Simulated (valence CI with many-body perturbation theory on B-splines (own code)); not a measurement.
Values are calculated unless marked as measured or tabulated.
# Energy levels of Pt27+

Method: configuration interaction combined with many-body perturbation theory (CI+MBPT): five valence electrons over a frozen Dirac-Fock core [Kr] 4d10, radial functions for each j: 7 s, 7 p, 7 d, 7 f, 4 g, 2 h, with the one-electron correlation potential Σ1 (screened to all orders), the two-electron term Σ2, the three-electron term Σ3, Breit, model QED; selected single and double excitations, second order for the rest (own B-spline code, finite nucleus).

No measured spectrum was set against this ion. As an estimate, large intervals hold to a few tenths of a per cent, small ones and those within an open d or f shell to about a per cent. Core correlation moves these levels by up to 4500 cm⁻¹, and in measured spectra 5 to 20 % of such shifts remained as error; rates that hang on mixing are uncertain with them. Among the levels kept, up to 790 cm⁻¹ of a level comes from second order outside the variational space, and about a tenth of that is noise between levels of different J, which matters for small intervals. Only levels of the ground parity were solved; by the run's estimate the other parity begins above the list, which can be wrong where configurations are misplaced.

Levels 1 to 45 of 50, with energies above the lowest level, 4f⁵ ⁶H°_5/2. "Leading %" is the weight of the configuration and term that name the level; weights of strongly mixed levels are sums over their largest components and can fall short.

```
No.  Configuration  Term     J  E (eV)  Leading %  Second component       g
  1            4f⁵   ⁶H°   5/2   0.000         57      30 % 4f⁵ ⁴G°   0.467
  2            4f⁵   ⁶H°   7/2   2.156         75      19 % 4f⁵ ⁴G°   0.873
  3            4f⁵   ⁶F°   5/2   3.784         37      18 % 4f⁵ ⁴F°   1.077
  4            4f⁵   ⁶H°   9/2   3.890         82       8 % 4f⁵ ⁴G°   1.062
  5            4f⁵   ⁶F°   3/2   3.990         62      21 % 4f⁵ ⁴F°   0.943
  6            4f⁵   ⁶F°   1/2   4.287         77      19 % 4f⁵ ⁴D°  -0.488
  7            4f⁵   ⁶H°  11/2   5.207         75      12 % 4f⁵ ⁴I°   1.155
  8            4f⁵   ⁶F°   7/2   5.624         61      18 % 4f⁵ ⁴F°   1.296
  9            4f⁵   ⁶H°  13/2   6.170         58      23 % 4f⁵ ⁴I°   1.189
 10            4f⁵   ⁴I°  15/2   6.356         25      25 % 4f⁵ ⁶H°   1.112
 11            4f⁵   ⁶F°   9/2   7.180         67      12 % 4f⁵ ⁴F°   1.351
 12            4f⁵   ⁶F°   5/2   7.783         43      18 % 4f⁵ ²F°   0.984
 13            4f⁵   ⁴M°  15/2   8.409         38      34 % 4f⁵ ⁶H°   1.051
 14            4f⁵   ⁶F°  11/2   8.540         60      24 % 4f⁵ ⁴G°   1.342
 15            4f⁵   ⁴F°   3/2   8.863         69      24 % 4f⁵ ⁶F°   0.594
 16            4f⁵   ⁴I°   9/2   9.162         59      20 % 4f⁵ ²H°   0.848
 17            4f⁵   ⁴L°  13/2   9.242         45      21 % 4f⁵ ⁶H°   0.953
 18            4f⁵   ⁴K°  11/2   9.337         48      17 % 4f⁵ ⁴I°   0.943
 19            4f⁵   ⁴P°   5/2   9.637         31      22 % 4f⁵ ⁶P°   1.351
 20            4f⁵   ⁴G°   7/2  10.127         43      18 % 4f⁵ ⁶F°   1.041
 21            4f⁵   ⁴M°  17/2  10.429         63      18 % 4f⁵ ⁴L°   1.008
 22            4f⁵   ²P°   1/2  10.714         66      16 % 4f⁵ ⁴D°   0.413
 23            4f⁵   ⁶P°   3/2  11.181         49      35 % 4f⁵ ⁴P°   1.948
 24            4f⁵   ⁴G°   9/2  11.721         46      31 % 4f⁵ ⁴H°   1.070
 25            4f⁵   ⁴L°  15/2  11.748         47      29 % 4f⁵ ⁴K°   1.002
 26            4f⁵   ⁴M°  19/2  11.948         59      17 % 4f⁵ ²N°   1.058
 27            4f⁵   ²G°   7/2  12.084         35      34 % 4f⁵ ⁴H°   0.854
 28            4f⁵   ⁴F°   5/2  12.322         51      29 % 4f⁵ ⁴G°   0.883
 29            4f⁵   ⁴I°   9/2  12.376         26      22 % 4f⁵ ²G°   1.040
 30            4f⁵   ⁴H°  11/2  12.399         36      19 % 4f⁵ ⁴I°   1.104
 31            4f⁵   ⁴K°  13/2  12.586         51      18 % 4f⁵ ⁴L°   0.948
 32            4f⁵   ⁴M°  21/2  12.594         51      37 % 4f⁵ ²N°   1.082
 33            4f⁵   ²K°  15/2  12.748         27      23 % 4f⁵ ⁶H°   1.078
 34            4f⁵   ⁴L°  17/2  12.981         36      34 % 4f⁵ ²M°   1.023
 35            4f⁵   ⁴D°   7/2  13.253         42      33 % 4f⁵ ⁶P°   1.442
 36            4f⁵   ⁴I°  13/2  13.365         45      25 % 4f⁵ ²K°   1.070
 37            4f⁵   ⁴I°  11/2  13.438         52      27 % 4f⁵ ⁴K°   0.948
 38            4f⁵   ⁶P°   5/2  13.524         32      20 % 4f⁵ ²D°   1.396
 39            4f⁵   ⁴H°  13/2  13.752         24      17 % 4f⁵ ²I°   1.075
 40            4f⁵   ⁴D°   3/2  14.067         41      14 % 4f⁵ ⁴P°   1.307
 41            4f⁵   ⁴G°   9/2  14.268         23      19 % 4f⁵ ⁴F°   1.060
 42            4f⁵   ⁴G°   7/2  14.417         58      17 % 4f⁵ ⁴H°   0.983
 43            4f⁵   ⁴F°   7/2  14.662         44      17 % 4f⁵ ²G°   1.114
 44            4f⁵   ²H°  11/2  14.749         22      22 % 4f⁵ ²I°   1.079
 45            4f⁵   ⁴G°   5/2  14.780         61      17 % 4f⁵ ²F°   0.770
```

Names give the largest LS component (configuration and term), which can be under half, so a name can repeat, a term be missing and a line seem to break the LS rules; names also repeat where a configuration has a term twice.

Where two levels of one J and parity lie close, their mixing, g and order are uncertain.

The ionisation energy to 4f⁴ ⁵I4 of the next ion comes out as 908.05 eV (NIST: 930 ± 50 eV (theoretical)). All 50 levels together are meant to be complete up to 15.518 eV.
